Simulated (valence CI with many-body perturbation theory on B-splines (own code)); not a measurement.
Energy levels of Ru13+

Method: configuration interaction combined with many-body perturbation theory (CI+MBPT): three valence electrons over a frozen Dirac-Fock core [Ar] 3d10, radial functions for each j: 11 s, 11 p, 10 d, 8 f, 5 g, 2 h, with the one-electron correlation potential Σ1, the two-electron term Σ2, the three-electron term Σ3, Breit, model QED; selected CI, second order for the rest, scaled by the run's own slope (own B-spline code, finite nucleus).

No measured levels were compared; by estimate levels hold to about 250 cm⁻¹ or 0.2 % of their energy and the worst to 1 %, as in measured heavy ions of charge 2 to 7; those with d or f electrons hold less well.

Levels 136 to 180 of 192, with energies above the lowest level, 4s²4p ²P°_1/2. "Leading %" is the weight of the configuration and term that name the level; weights of strongly mixed levels are sums over their largest components and can fall short. Lifetimes count E1, E2, E3, M1 and M2 decay at the calculated energies, and are blank where another channel may lead or the interval is too uncertain; long ones can be off by a factor of two.

```tsv
No.	Configuration	Term	J	E (cm⁻¹)	Leading %	Lifetime	g	Second component
136	4p4d²	⁴G°	5/2	1400800	56	89.9 ps	0.657	17 % 4p²4f ⁴G°
137	4p4d²	⁴G°	7/2	1413400	66	86.3 ps	1.005	19 % 4p²4f ⁴G°
138	4s4p5p	²P	1/2	1418900	81	7.08 ps	0.872	12 % 4s4p5p ²S
139	4s4p5p	²D	3/2	1420500	66	7.82 ps	0.951	24 % 4s4p5p ²P
140	4p4d²	⁴G°	9/2	1425000	37	67.2 ps	1.078	19 % 4p4d² ²H°
141	4p4d²	²F°	5/2	1425000	18	31.5 ps	0.971	18 % 4p4d² ⁴G°
142	4p²4f	²G°	7/2	1427500	35	31.5 ps	0.984	31 % 4p4d² ²G°
143	4p4d²	⁴G°	9/2	1431300	34	91.5 ps	1.081	18 % 4p4d² ²H°
144	4s4p5p	²D	5/2	1433600	89	8.12 ps	1.208	
145	4p4d²	²D°	3/2	1434100	59	23.3 ps	0.870	9 % 4p²4f ²D°
146	4s4p5p	²P	3/2	1434200	68	8.22 ps	1.196	26 % 4s4p5p ²D
147	4p4d²	²F°	7/2	1438200	18	32.6 ps	1.220	17 % 4p²4f ⁴D°
148	4p4d²	⁴G°	11/2	1441700	45	91.4 ps	1.221	26 % 4p²4f ⁴G°
149	4s4p5p	²S	1/2	1443100	79	8.06 ps	1.859	11 % 4s4p5p ²P
150	4p4d²	²F°	5/2	1448300	22	17.3 ps	1.043	15 % 4p²4f ⁴D°
151	4p4d²	⁴D°	1/2	1451000	85	17.9 ps	0.199	6 % 4p4d² ⁴P°
152	4p²4f	⁴D°	7/2	1452300	24	22.1 ps	1.178	14 % 4p²4f ²G°
153	4p²4f	⁴G°	5/2	1452800	28	10.5 ps	0.898	15 % 4p4d² ⁴G°
154	4p4d²	⁴P°	1/2	1457000	49	11.2 ps	2.175	41 % 4p4d² ²S°
155	4p4d²	²G°	9/2	1457500	26	25.7 ps	1.068	16 % 4p4d² ²H°
156	4p4d²	⁴D°	3/2	1458000	53	18.2 ps	1.093	12 % 4p4d² ²D°
157	4p4d²	⁴G°	11/2	1459200	33	72.2 ps	1.152	32 % 4p²4f ²H°
158	4s²5f	²F°	5/2	1462900	56	18.7 ps	0.913	13 % 4p²4f ²F°
159	4s²5f	²F°	7/2	1463700	68	17.3 ps	1.096	16 % 4p²4f ²G°
160	4p4d²	⁴F°	3/2	1464000	37	8.89 ps	0.845	26 % 4p4d² ⁴D°
161	4s²5f	²F°	5/2	1464700	23	15.0 ps	1.091	14 % 4p²4f ⁴D°
162	4p²4f	²G°	7/2	1465100	41	14.0 ps	1.020	26 % 4s²5f ²F°
163	4p²4f	²F°	5/2	1466200	34	13.6 ps	0.931	15 % 4s²5f ²F°
164	4p²4f	²G°	9/2	1466900	59	12.3 ps	1.187	29 % 4p²4f ⁴F°
165	4p²4f	⁴G°	7/2	1467300	49	9.02 ps	1.073	13 % 4p4d² ⁴G°
166	4p²4f	²D°	5/2	1471200	25	9.53 ps	1.021	22 % 4p²4f ⁴G°
167	4p²4f	⁴D°	1/2	1473700	49	10.9 ps	0.141	32 % 4p4d² ⁴D°
168	4p4d²	⁴F°	3/2	1475000	28	10.2 ps	1.044	26 % 4p²4f ⁴D°
169	4p²4f	²F°	7/2	1477100	26	9.24 ps	1.161	20 % 4p4d² ²F°
170	4p4d²	⁴D°	5/2	1477200	38	11.1 ps	1.242	17 % 4p4d² ⁴F°
171	4p4d²	⁴P°	3/2	1478600	47	10.6 ps	1.435	14 % 4p4d² ⁴D°
172	4p²4f	⁴F°	3/2	1479000	43	8.10 ps	0.697	15 % 4p4d² ⁴F°
173	4p4d²	⁴F°	5/2	1479200	54	8.41 ps	1.150	23 % 4p²4f ⁴D°
174	4p²4f	⁴G°	9/2	1480900	38	9.81 ps	1.160	14 % 4p²4f ²G°
175	4p4d²	⁴F°	7/2	1486200	52	8.34 ps	1.203	16 % 4p4d² ²F°
176	4p4d²	⁴D°	7/2	1491000	50	12.1 ps	1.306	10 % 4p4d² ⁴F°
177	4p4d²	⁴F°	9/2	1492300	57	7.29 ps	1.263	14 % 4p4d² ⁴G°
178	4p4d²	⁴P°	5/2	1494300	36	11.9 ps	1.252	24 % 4p²4f ⁴F°
179	4p4d²	²S°	1/2	1495600	54	9.38 ps	2.223	42 % 4p4d² ⁴P°
180	4s²6s	²S	1/2	1496000	94	7.47 ps	2.004
```

Names give the largest LS component (configuration and term), which can be under half, so a name can repeat, a term be missing and a line seem to break the LS rules; names also repeat where a configuration has a term twice.

Where two levels of one J and parity lie close, their mixing, g and order are uncertain.
